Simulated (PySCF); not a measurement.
# Ionising ZnH

UHF-CCSD(T); Zn pcseg-1, H pcseg-1; no relativity (PySCF 2.14). Neutral (UHF): doublet (σ ↑), Re = 1.615 Å, ωe = 1649 cm⁻¹, De = 0.87 eV.

ZnH⁺ (RHF): singlet (closed shell), Re = 1.546 Å, ωe = 1904 cm⁻¹, De = 2.32 eV to Zn⁺ + H. The energies at the minima are -1778.39561 hartree for ZnH and -1778.12373 for ZnH⁺.

Q: Work out the adiabatic ionisation energy, without and with harmonic zero-point energies (1 hartree = 27.2114 eV, 1 eV = 8065.5 cm⁻¹), and the change of the bond length.

A: At CCSD(T): 0.27188 hartree = 7.398 eV between the minima; the zero-point term (1904.0 − 1649.0)/2 cm⁻¹ = +0.016 eV makes it 7.414 eV. Re changes by -6.9 pm against the neutral. The electron leaves a σ orbital, and the shorter bond of the ion fits an antibonding orbital, or a change in how ionic the bond is.

Correlated steps freeze 5 core orbitals. Correlated levels converge slowly with the basis: in double zeta they bind strong bonds too weakly, by up to about 1 eV, and carry superposition errors of some tenths. For an ion De counts to the pair picked by the measured ionisation energies or electron affinities, which need not be the lowest pair at this level. Where the molecule has an RHF reference, its open-shell atoms are computed with UHF. States were picked by a PBE0 search and need not be the measured ground states.

Neutral and ion stand on different kinds of reference determinant, which adds to the error of the difference.
